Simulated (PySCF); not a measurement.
Isomers of C5H8FNSi2, mass 157.018 u with the commonest isotopes. Method used: PBE0/pcSseg-1 in PySCF (dipole) on a GFN2-xTB geometry, gas phase. One conformer each, none proved a minimum here; rigid rotors.

Problem. Order these by out-of-plane moment Σ m c² = (Ia + Ib − Ic)/2, largest first.
A. `[N:1]#[C:2][C@@H:3]1[SiH2:4][CH:5]=[CH:6][SiH2:7][C@H:8]1[F:9]` with C2–C3–Si4–C5 -70°, C3–Si4–C5–C6 -18°, C5–C6–Si7–C8 -8°, C6–Si7–C8–F9 -76°
B. `[N:1]#[C:2][C@H:3]1[SiH2:4][CH2:5][SiH2:6]/[C:7]1=[CH:8]\[F:9]` with C2–C3–Si4–C5 82°, C3–Si4–C5–Si6 24°, Si4–C5–Si6–C7 -8°, C5–Si6–C7–C8 161°
C. `[N:1]#[C:2][Si@@H:3]1[CH2:4][CH2:5][SiH2:6]/[C:7]1=[CH:8]\[F:9]` with C2–Si3–C4–C5 -149°, Si3–C4–C5–Si6 43°, C4–C5–Si6–C7 -31°, C5–Si6–C7–C8 -173°
D. `[N:1]#[C:2][C:3]1=[CH:4][SiH2:5][C@:6]1([F:7])[CH2:8][SiH3:9]` with Si5–C6–C8–Si9 78°
E. `[CH2:1]=[CH:2]/[C:3]([SiH2:4][F:5])=[C:6](/[SiH3:7])[C:8]#[N:9]` with C1–C2–C3–Si4 -18°, C2–C3–Si4–F5 -156°

Solution. A (179.23 u·Å²), B (99.01 u·Å²), D (64.61 u·Å²), C (38.14 u·Å²), E (13.59 u·Å²).

Problem. Order these by rotational constant B, smallest first.
A. `[CH2:1]=[CH:2]/[C:3]([SiH2:4][F:5])=[C:6](/[SiH3:7])[C:8]#[N:9]` with C1–C2–C3–Si4 -18°, C2–C3–Si4–F5 -156°
B. `[N:1]#[C:2][C:3]1=[CH:4][SiH2:5][C@:6]1([F:7])[CH2:8][SiH3:9]` with Si5–C6–C8–Si9 78°
C. `[N:1]#[C:2][C@@H:3]1[SiH2:4][CH:5]=[CH:6][SiH2:7][C@H:8]1[F:9]` with C2–C3–Si4–C5 -70°, C3–Si4–C5–C6 -18°, C5–C6–Si7–C8 -8°, C6–Si7–C8–F9 -76°
D. `[N:1]#[C:2][C@H:3]1[SiH2:4][CH2:5][SiH2:6]/[C:7]1=[CH:8]\[F:9]` with C2–C3–Si4–C5 82°, C3–Si4–C5–Si6 24°, Si4–C5–Si6–C7 -8°, C5–Si6–C7–C8 161°

Solution. B (897.6 MHz), D (969.0 MHz), A (1073 MHz), C (1148 MHz).

Problem. Order these by dipole moment, largest first.
A. `[N:1]#[C:2][C:3]1=[CH:4][SiH2:5][C@:6]1([F:7])[CH2:8][SiH3:9]` with Si5–C6–C8–Si9 78°
B. `[N:1]#[C:2][C@@H:3]1[SiH2:4][CH:5]=[CH:6][SiH2:7][C@H:8]1[F:9]` with C2–C3–Si4–C5 -70°, C3–Si4–C5–C6 -18°, C5–C6–Si7–C8 -8°, C6–Si7–C8–F9 -76°
C. `[CH2:1]=[CH:2]/[C:3]([SiH2:4][F:5])=[C:6](/[SiH3:7])[C:8]#[N:9]` with C1–C2–C3–Si4 -18°, C2–C3–Si4–F5 -156°
D. `[N:1]#[C:2][C@H:3]1[SiH2:4][CH2:5][SiH2:6]/[C:7]1=[CH:8]\[F:9]` with C2–C3–Si4–C5 82°, C3–Si4–C5–Si6 24°, Si4–C5–Si6–C7 -8°, C5–Si6–C7–C8 161°

Solution. A (4.50 D), C (3.85 D), D (3.71 D), B (2.34 D).

| SMILES | point group | Ia (u·Å²) | Ib (u·Å²) | Ic (u·Å²) | κ | μa (D) | μb (D) | μc (D) |
| --- | --- | --- | --- | --- | --- | --- | --- | --- |
| N#CC1=C[SiH2][C@]1(F)C[SiH3] | C1 | 323.08 | 563.02 | 756.88 | -0.49 | 1.89 | 3.73 | 1.66 |
| C=C/C([SiH2]F)=C(/[SiH3])C#N | C1 | 400.49 | 471.15 | 844.47 | 0.43 | 3.67 | 0.79 | 0.86 |
| N#C[C@H]1[SiH2]C[SiH2]/C1=C\F | C1 | 341.86 | 521.53 | 665.36 | -0.42 | 0.03 | 2.43 | 2.80 |
| N#C[C@@H]1[SiH2]C=C[SiH2][C@H]1F | C1 | 394.72 | 440.29 | 476.57 | -0.21 | 1.63 | 1.45 | 0.85 |
| N#C[Si@@H]1CC[SiH2]/C1=C\F | C1 | 373.37 | 516.36 | 813.45 | -0.02 | 1.95 | 2.53 | 1.71 |
